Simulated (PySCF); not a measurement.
Simulation results for BGeH4

Computed with PySCF 2.14.0. Calculation on a computer-drawn molecule: vertical ionisation energy to the stated ion spin, frozen-core CCSD(T) at the basis limit and cheaper methods, single-reference cases, UHF for radicals, no spin-orbit; all values are single points at the evaluated structure, the first of each entry, which is the reference or a displaced copy of it and isn't optimised; the reference structure only sets the zero of the energies above reference; triples share is (T) over the correlation energy; on germanium a core potential holds 10 electrons, which the energies leave out, and 3d is frozen in MP2 and coupled-cluster steps.

Common to all runs: charge 0; multiplicity 2; ion multiplicity 1; diffuse functions no; basis cc-pVnZ; basis and core potential on germanium cc-pVnZ-PP ECP10MDF; reference is the Hartree-Fock double-zeta minimum; best is HF at quadruple zeta + MP2 correlation extrapolated from triple and quadruple zeta + CCSD(T) minus MP2 at triple zeta; basis step is the size of the change from the same recipe one zeta lower.

```yaml
- entry: 1
  formula: BGeH4
  evaluated_structure:
    atoms_angstrom:
      - [B, -1.862, 1.2964, 0.7956]
      - [Ge, -1.6934, 0.7746, -1.4925]
      - [H, -2.5381, 2.0719, 1.423]
      - [H, -0.2579, 0.9265, -1.9248]
      - [H, -2.529, 1.6501, -2.4375]
      - [H, -2.1464, -0.7112, -1.6908]
  reference_structure:
    atoms_angstrom:
      - [B, -1.8793, 1.2994, 0.7746]
      - [Ge, -1.7205, 0.8277, -1.238]
      - [H, -2.53, 2.0844, 1.3982]
      - [H, -0.2572, 0.9762, -1.6728]
      - [H, -2.5856, 1.6959, -2.1647]
      - [H, -2.1338, -0.6369, -1.4318]
  given:
    drawn_bonds_atom: [1, 1, 2, 2, 2]
    drawn_bonds_other_atom: [2, 3, 4, 5, 6]
    drawn_bonds_order: [1, 1, 1, 1, 1]
  results:
    "ionisation_energy_best [eV]": 8.092
    "ionisation_energy_basis_step [eV]": 0.02693
    "energy_above_reference_best [kcal/mol]": 9.679
    "energy_above_reference_basis_step [kcal/mol]": 0.2003
    triple_zeta_method: [HF, PBE, r2SCAN, B3LYP, wB97X, MP2, CCSD, "CCSD(T)"]
    "triple_zeta_ionisation_energy [eV]": [7.684, 8.207, 8.39, 8.228, 8.127, 8.051, 8.024, 8.053]
    "triple_zeta_energy_above_reference [kcal/mol]": [9.433, 9.38, 10.7, 9.449, 10.37, 9.948, 9.472, 9.324]
    "total_energy_HF_triple_zeta [hartree]": -320.3003
    "total_energy_CCSD(T)_triple_zeta [hartree]": -320.5450
    "total_energy_best [hartree]": -320.5708
    T1_diagnostic_at_triple_zeta: 0.01331
    D1_diagnostic_at_triple_zeta: 0.03324
    spin_squared_at_triple_zeta: 0.7572
    ion_T1_diagnostic_at_triple_zeta: 0.01463
    ion_D1_diagnostic_at_triple_zeta: 0.0287
    triples_share_at_triple_zeta: 0.02952
    basis_functions_triple_zeta: 125
    "dipole_magnitude_HF_at_triple_zeta [debye]": 0.4611
    "dipole_magnitude_CCSD_unrelaxed_at_triple_zeta [debye]": 0.4451
    "dipole_magnitude_PBE_at_triple_zeta [debye]": 0.4367
    "dipole_magnitude_r2SCAN_at_triple_zeta [debye]": 0.4255
    "dipole_magnitude_B3LYP_at_triple_zeta [debye]": 0.4584
    "dipole_magnitude_wB97X_at_triple_zeta [debye]": 0.4865
- entry: 2
  formula: BGeH4
  evaluated_structure:
    atoms_angstrom:
      - [B, -1.862, 1.2964, 0.7956]
      - [Ge, -1.6926, 0.7724, -1.5023]
      - [H, -2.5381, 2.0719, 1.423]
      - [H, -0.2571, 0.9243, -1.9346]
      - [H, -2.5282, 1.6479, -2.4473]
      - [H, -2.1456, -0.7134, -1.7006]
  reference_structure:
    atoms_angstrom:
      - [B, -1.8793, 1.2994, 0.7746]
      - [Ge, -1.7205, 0.8277, -1.238]
      - [H, -2.53, 2.0844, 1.3982]
      - [H, -0.2572, 0.9762, -1.6728]
      - [H, -2.5856, 1.6959, -2.1647]
      - [H, -2.1338, -0.6369, -1.4318]
  given:
    drawn_bonds_atom: [1, 1, 2, 2, 2]
    drawn_bonds_other_atom: [2, 3, 4, 5, 6]
    drawn_bonds_order: [1, 1, 1, 1, 1]
  results:
    "ionisation_energy_best [eV]": 8.084
    "ionisation_energy_basis_step [eV]": 0.02702
    "energy_above_reference_best [kcal/mol]": 10.19
    "energy_above_reference_basis_step [kcal/mol]": 0.2053
    triple_zeta_method: [HF, PBE, r2SCAN, B3LYP, wB97X, MP2, CCSD, "CCSD(T)"]
    "triple_zeta_ionisation_energy [eV]": [7.675, 8.203, 8.385, 8.222, 8.12, 8.043, 8.016, 8.045]
    "triple_zeta_energy_above_reference [kcal/mol]": [9.965, 9.856, 11.22, 9.932, 10.91, 10.48, 9.983, 9.827]
    "total_energy_HF_triple_zeta [hartree]": -320.2995
    "total_energy_CCSD(T)_triple_zeta [hartree]": -320.5442
    "total_energy_best [hartree]": -320.5700
    T1_diagnostic_at_triple_zeta: 0.0133
    D1_diagnostic_at_triple_zeta: 0.03332
    spin_squared_at_triple_zeta: 0.7572
    ion_T1_diagnostic_at_triple_zeta: 0.01451
    ion_D1_diagnostic_at_triple_zeta: 0.02836
    triples_share_at_triple_zeta: 0.02957
    basis_functions_triple_zeta: 125
    "dipole_magnitude_HF_at_triple_zeta [debye]": 0.461
    "dipole_magnitude_CCSD_unrelaxed_at_triple_zeta [debye]": 0.4459
    "dipole_magnitude_PBE_at_triple_zeta [debye]": 0.4387
    "dipole_magnitude_r2SCAN_at_triple_zeta [debye]": 0.428
    "dipole_magnitude_B3LYP_at_triple_zeta [debye]": 0.4603
    "dipole_magnitude_wB97X_at_triple_zeta [debye]": 0.4876
- entry: 3
  formula: BGeH4
  evaluated_structure:
    atoms_angstrom:
      - [B, -1.8811, 1.2982, 0.7715]
      - [Ge, -1.7205, 0.8267, -1.2353]
      - [H, -2.5305, 2.0829, 1.3966]
      - [H, -0.2568, 0.9746, -1.67]
      - [H, -2.583, 1.6943, -2.1645]
      - [H, -2.1221, -0.5969, -1.4248]
  reference_structure:
    atoms_angstrom:
      - [B, -1.8793, 1.2994, 0.7746]
      - [Ge, -1.7205, 0.8277, -1.238]
      - [H, -2.53, 2.0844, 1.3982]
      - [H, -0.2572, 0.9762, -1.6728]
      - [H, -2.5856, 1.6959, -2.1647]
      - [H, -2.1338, -0.6369, -1.4318]
  given:
    drawn_bonds_atom: [1, 1, 2, 2, 2]
    drawn_bonds_other_atom: [2, 3, 4, 5, 6]
    drawn_bonds_order: [1, 1, 1, 1, 1]
  results:
    "ionisation_energy_best [eV]": 8.216
    "ionisation_energy_basis_step [eV]": 0.0236
    "energy_above_reference_best [kcal/mol]": 0.428
    "energy_above_reference_basis_step [kcal/mol]": 0.009366
    triple_zeta_method: [HF, PBE, r2SCAN, B3LYP, wB97X, MP2, CCSD, "CCSD(T)"]
    "triple_zeta_ionisation_energy [eV]": [7.854, 8.22, 8.414, 8.293, 8.238, 8.184, 8.166, 8.178]
    "triple_zeta_energy_above_reference [kcal/mol]": [0.3209, 0.4902, 0.1841, 0.3414, 0.2376, 0.3216, 0.4291, 0.4547]
    "total_energy_HF_triple_zeta [hartree]": -320.3149
    "total_energy_CCSD(T)_triple_zeta [hartree]": -320.5591
    "total_energy_best [hartree]": -320.5856
    T1_diagnostic_at_triple_zeta: 0.01378
    D1_diagnostic_at_triple_zeta: 0.0315
    spin_squared_at_triple_zeta: 0.7576
    ion_T1_diagnostic_at_triple_zeta: 0.01909
    ion_D1_diagnostic_at_triple_zeta: 0.04089
    triples_share_at_triple_zeta: 0.02843
    basis_functions_triple_zeta: 125
    "dipole_magnitude_HF_at_triple_zeta [debye]": 0.4426
    "dipole_magnitude_CCSD_unrelaxed_at_triple_zeta [debye]": 0.4002
    "dipole_magnitude_PBE_at_triple_zeta [debye]": 0.3673
    "dipole_magnitude_r2SCAN_at_triple_zeta [debye]": 0.3339
    "dipole_magnitude_B3LYP_at_triple_zeta [debye]": 0.3827
    "dipole_magnitude_wB97X_at_triple_zeta [debye]": 0.4279
- entry: 4
  formula: BGeH4
  evaluated_structure:
    atoms_angstrom:
      - [B, -1.88, 1.2731, 0.7528]
      - [Ge, -1.6868, 0.8202, -1.308]
      - [H, -2.5139, 2.1131, 1.3212]
      - [H, -0.2118, 0.9775, -1.6663]
      - [H, -2.646, 1.6555, -2.2546]
      - [H, -2.1433, -0.6277, -1.4659]
  reference_structure:
    atoms_angstrom:
      - [B, -1.8793, 1.2994, 0.7746]
      - [Ge, -1.7205, 0.8277, -1.238]
      - [H, -2.53, 2.0844, 1.3982]
      - [H, -0.2572, 0.9762, -1.6728]
      - [H, -2.5856, 1.6959, -2.1647]
      - [H, -2.1338, -0.6369, -1.4318]
  given:
    drawn_bonds_atom: [1, 1, 2, 2, 2]
    drawn_bonds_other_atom: [2, 3, 4, 5, 6]
    drawn_bonds_order: [1, 1, 1, 1, 1]
  results:
    "ionisation_energy_best [eV]": 8.243
    "ionisation_energy_basis_step [eV]": 0.02499
    "energy_above_reference_best [kcal/mol]": 1.458
    "energy_above_reference_basis_step [kcal/mol]": 0.02132
    triple_zeta_method: [HF, PBE, r2SCAN, B3LYP, wB97X, MP2, CCSD, "CCSD(T)"]
    "triple_zeta_ionisation_energy [eV]": [7.881, 8.27, 8.466, 8.334, 8.271, 8.212, 8.19, 8.205]
    "triple_zeta_energy_above_reference [kcal/mol]": [1.533, 1.422, 1.873, 1.552, 1.74, 1.571, 1.44, 1.397]
    "total_energy_HF_triple_zeta [hartree]": -320.3129
    "total_energy_CCSD(T)_triple_zeta [hartree]": -320.5576
    "total_energy_best [hartree]": -320.5839
    T1_diagnostic_at_triple_zeta: 0.01379
    D1_diagnostic_at_triple_zeta: 0.03252
    spin_squared_at_triple_zeta: 0.7574
    ion_T1_diagnostic_at_triple_zeta: 0.0183
    ion_D1_diagnostic_at_triple_zeta: 0.0406
    triples_share_at_triple_zeta: 0.02882
    basis_functions_triple_zeta: 125
    "dipole_magnitude_HF_at_triple_zeta [debye]": 0.379
    "dipole_magnitude_CCSD_unrelaxed_at_triple_zeta [debye]": 0.371
    "dipole_magnitude_PBE_at_triple_zeta [debye]": 0.3474
    "dipole_magnitude_r2SCAN_at_triple_zeta [debye]": 0.3086
    "dipole_magnitude_B3LYP_at_triple_zeta [debye]": 0.3527
    "dipole_magnitude_wB97X_at_triple_zeta [debye]": 0.3902
- entry: 5
  formula: BGeH4
  evaluated_structure:
    atoms_angstrom:
      - [B, -1.8359, 1.3301, 0.8758]
      - [Ge, -1.6816, 0.9044, -1.208]
      - [H, -2.5739, 2.114, 1.3677]
      - [H, -0.2621, 0.9377, -1.6251]
      - [H, -2.6334, 1.6321, -2.1413]
      - [H, -2.1122, -0.5766, -1.4229]
  reference_structure:
    atoms_angstrom:
      - [B, -1.8793, 1.2994, 0.7746]
      - [Ge, -1.7205, 0.8277, -1.238]
      - [H, -2.53, 2.0844, 1.3982]
      - [H, -0.2572, 0.9762, -1.6728]
      - [H, -2.5856, 1.6959, -2.1647]
      - [H, -2.1338, -0.6369, -1.4318]
  given:
    drawn_bonds_atom: [1, 1, 2, 2, 2]
    drawn_bonds_other_atom: [2, 3, 4, 5, 6]
    drawn_bonds_order: [1, 1, 1, 1, 1]
  results:
    "ionisation_energy_best [eV]": 8.481
    "ionisation_energy_basis_step [eV]": 0.0243
    "energy_above_reference_best [kcal/mol]": 3.255
    "energy_above_reference_basis_step [kcal/mol]": 0.1074
    triple_zeta_method: [HF, PBE, r2SCAN, B3LYP, wB97X, MP2, CCSD, "CCSD(T)"]
    "triple_zeta_ionisation_energy [eV]": [8.145, 8.499, 8.704, 8.571, 8.507, 8.46, 8.432, 8.445]
    "triple_zeta_energy_above_reference [kcal/mol]": [3.017, 3.165, 3.069, 3.046, 3.266, 3.104, 3.207, 3.187]
    "total_energy_HF_triple_zeta [hartree]": -320.3106
    "total_energy_CCSD(T)_triple_zeta [hartree]": -320.5547
    "total_energy_best [hartree]": -320.5811
    T1_diagnostic_at_triple_zeta: 0.01397
    D1_diagnostic_at_triple_zeta: 0.03233
    spin_squared_at_triple_zeta: 0.7566
    ion_T1_diagnostic_at_triple_zeta: 0.01889
    ion_D1_diagnostic_at_triple_zeta: 0.04332
    triples_share_at_triple_zeta: 0.02873
    basis_functions_triple_zeta: 125
    "dipole_magnitude_HF_at_triple_zeta [debye]": 0.74
    "dipole_magnitude_CCSD_unrelaxed_at_triple_zeta [debye]": 0.6357
    "dipole_magnitude_PBE_at_triple_zeta [debye]": 0.5537
    "dipole_magnitude_r2SCAN_at_triple_zeta [debye]": 0.5542
    "dipole_magnitude_B3LYP_at_triple_zeta [debye]": 0.6142
    "dipole_magnitude_wB97X_at_triple_zeta [debye]": 0.6697
- entry: 6
  formula: BGeH4
  evaluated_structure:
    atoms_angstrom:
      - [B, -1.9015, 1.3658, 0.7335]
      - [Ge, -1.7385, 0.8515, -1.2904]
      - [H, -2.5085, 2.032, 1.3063]
      - [H, -0.2468, 0.9754, -1.6512]
      - [H, -2.5648, 1.7103, -2.1847]
      - [H, -2.1654, -0.5441, -1.4506]
  reference_structure:
    atoms_angstrom:
      - [B, -1.8793, 1.2994, 0.7746]
      - [Ge, -1.7205, 0.8277, -1.238]
      - [H, -2.53, 2.0844, 1.3982]
      - [H, -0.2572, 0.9762, -1.6728]
      - [H, -2.5856, 1.6959, -2.1647]
      - [H, -2.1338, -0.6369, -1.4318]
  given:
    drawn_bonds_atom: [1, 1, 2, 2, 2]
    drawn_bonds_other_atom: [2, 3, 4, 5, 6]
    drawn_bonds_order: [1, 1, 1, 1, 1]
  results:
    "ionisation_energy_best [eV]": 8.101
    "ionisation_energy_basis_step [eV]": 0.02424
    "energy_above_reference_best [kcal/mol]": 6.889
    "energy_above_reference_basis_step [kcal/mol]": 0.04351
    triple_zeta_method: [HF, PBE, r2SCAN, B3LYP, wB97X, MP2, CCSD, "CCSD(T)"]
    "triple_zeta_ionisation_energy [eV]": [7.7, 8.133, 8.315, 8.187, 8.115, 8.058, 8.044, 8.061]
    "triple_zeta_energy_above_reference [kcal/mol]": [6.34, 7.889, 6.801, 6.654, 6.822, 6.506, 6.967, 7.111]
    "total_energy_HF_triple_zeta [hartree]": -320.3053
    "total_energy_CCSD(T)_triple_zeta [hartree]": -320.5485
    "total_energy_best [hartree]": -320.5753
    T1_diagnostic_at_triple_zeta: 0.01318
    D1_diagnostic_at_triple_zeta: 0.03025
    spin_squared_at_triple_zeta: 0.7574
    ion_T1_diagnostic_at_triple_zeta: 0.01754
    ion_D1_diagnostic_at_triple_zeta: 0.03702
    triples_share_at_triple_zeta: 0.02777
    basis_functions_triple_zeta: 125
    "dipole_magnitude_HF_at_triple_zeta [debye]": 0.5846
    "dipole_magnitude_CCSD_unrelaxed_at_triple_zeta [debye]": 0.5455
    "dipole_magnitude_PBE_at_triple_zeta [debye]": 0.5144
    "dipole_magnitude_r2SCAN_at_triple_zeta [debye]": 0.4856
    "dipole_magnitude_B3LYP_at_triple_zeta [debye]": 0.5319
    "dipole_magnitude_wB97X_at_triple_zeta [debye]": 0.5737
- entry: 7
  formula: BGeH4
  evaluated_structure:
    atoms_angstrom:
      - [B, -1.8858, 1.2734, 0.7744]
      - [Ge, -1.7349, 0.8494, -1.247]
      - [H, -2.5153, 2.091, 1.4007]
      - [H, -0.2515, 0.9748, -1.6759]
      - [H, -2.5714, 1.7013, -2.1457]
      - [H, -2.1416, -0.6319, -1.4289]
  reference_structure:
    atoms_angstrom:
      - [B, -1.8793, 1.2994, 0.7746]
      - [Ge, -1.7205, 0.8277, -1.238]
      - [H, -2.53, 2.0844, 1.3982]
      - [H, -0.2572, 0.9762, -1.6728]
      - [H, -2.5856, 1.6959, -2.1647]
      - [H, -2.1338, -0.6369, -1.4318]
  given:
    drawn_bonds_atom: [1, 1, 2, 2, 2]
    drawn_bonds_other_atom: [2, 3, 4, 5, 6]
    drawn_bonds_order: [1, 1, 1, 1, 1]
  results:
    "ionisation_energy_best [eV]": 8.261
    "ionisation_energy_basis_step [eV]": 0.02332
    "energy_above_reference_best [kcal/mol]": 0.5829
    "energy_above_reference_basis_step [kcal/mol]": 0.0005068
    triple_zeta_method: [HF, PBE, r2SCAN, B3LYP, wB97X, MP2, CCSD, "CCSD(T)"]
    "triple_zeta_ionisation_energy [eV]": [7.905, 8.264, 8.461, 8.338, 8.28, 8.23, 8.211, 8.224]
    "triple_zeta_energy_above_reference [kcal/mol]": [0.6067, 0.5115, 0.4562, 0.5701, 0.5367, 0.5687, 0.5893, 0.5822]
    "total_energy_HF_triple_zeta [hartree]": -320.3144
    "total_energy_CCSD(T)_triple_zeta [hartree]": -320.5589
    "total_energy_best [hartree]": -320.5853
    T1_diagnostic_at_triple_zeta: 0.01391
    D1_diagnostic_at_triple_zeta: 0.03124
    spin_squared_at_triple_zeta: 0.7572
    ion_T1_diagnostic_at_triple_zeta: 0.01906
    ion_D1_diagnostic_at_triple_zeta: 0.04122
    triples_share_at_triple_zeta: 0.02861
    basis_functions_triple_zeta: 125
    "dipole_magnitude_HF_at_triple_zeta [debye]": 0.59
    "dipole_magnitude_CCSD_unrelaxed_at_triple_zeta [debye]": 0.5442
    "dipole_magnitude_PBE_at_triple_zeta [debye]": 0.5045
    "dipole_magnitude_r2SCAN_at_triple_zeta [debye]": 0.4697
    "dipole_magnitude_B3LYP_at_triple_zeta [debye]": 0.5239
    "dipole_magnitude_wB97X_at_triple_zeta [debye]": 0.5754
- entry: 8
  formula: BGeH4
  evaluated_structure:
    atoms_angstrom:
      - [B, -1.8288, 1.2554, 0.8142]
      - [Ge, -1.7367, 0.8079, -1.2369]
      - [H, -2.5787, 2.148, 1.4227]
      - [H, -0.3565, 1.0204, -1.6263]
      - [H, -2.6787, 1.7223, -2.0577]
      - [H, -2.2205, -0.638, -1.425]
  reference_structure:
    atoms_angstrom:
      - [B, -1.8793, 1.2994, 0.7746]
      - [Ge, -1.7205, 0.8277, -1.238]
      - [H, -2.53, 2.0844, 1.3982]
      - [H, -0.2572, 0.9762, -1.6728]
      - [H, -2.5856, 1.6959, -2.1647]
      - [H, -2.1338, -0.6369, -1.4318]
  given:
    drawn_bonds_atom: [1, 1, 2, 2, 2]
    drawn_bonds_other_atom: [2, 3, 4, 5, 6]
    drawn_bonds_order: [1, 1, 1, 1, 1]
  results:
    "ionisation_energy_best [eV]": 8.266
    "ionisation_energy_basis_step [eV]": 0.0258
    "energy_above_reference_best [kcal/mol]": 6.043
    "energy_above_reference_basis_step [kcal/mol]": 0.006935
    triple_zeta_method: [HF, PBE, r2SCAN, B3LYP, wB97X, MP2, CCSD, "CCSD(T)"]
    "triple_zeta_ionisation_energy [eV]": [7.916, 8.29, 8.49, 8.357, 8.296, 8.237, 8.213, 8.228]
    "triple_zeta_energy_above_reference [kcal/mol]": [6.292, 5.617, 5.783, 6.072, 5.748, 6.191, 6.004, 5.937]
    "total_energy_HF_triple_zeta [hartree]": -320.3053
    "total_energy_CCSD(T)_triple_zeta [hartree]": -320.5504
    "total_energy_best [hartree]": -320.5766
    T1_diagnostic_at_triple_zeta: 0.01383
    D1_diagnostic_at_triple_zeta: 0.03287
    spin_squared_at_triple_zeta: 0.7571
    ion_T1_diagnostic_at_triple_zeta: 0.01787
    ion_D1_diagnostic_at_triple_zeta: 0.03923
    triples_share_at_triple_zeta: 0.02894
    basis_functions_triple_zeta: 125
    "dipole_magnitude_HF_at_triple_zeta [debye]": 0.2683
    "dipole_magnitude_CCSD_unrelaxed_at_triple_zeta [debye]": 0.3804
    "dipole_magnitude_PBE_at_triple_zeta [debye]": 0.4162
    "dipole_magnitude_r2SCAN_at_triple_zeta [debye]": 0.3363
    "dipole_magnitude_B3LYP_at_triple_zeta [debye]": 0.3536
    "dipole_magnitude_wB97X_at_triple_zeta [debye]": 0.3611
```
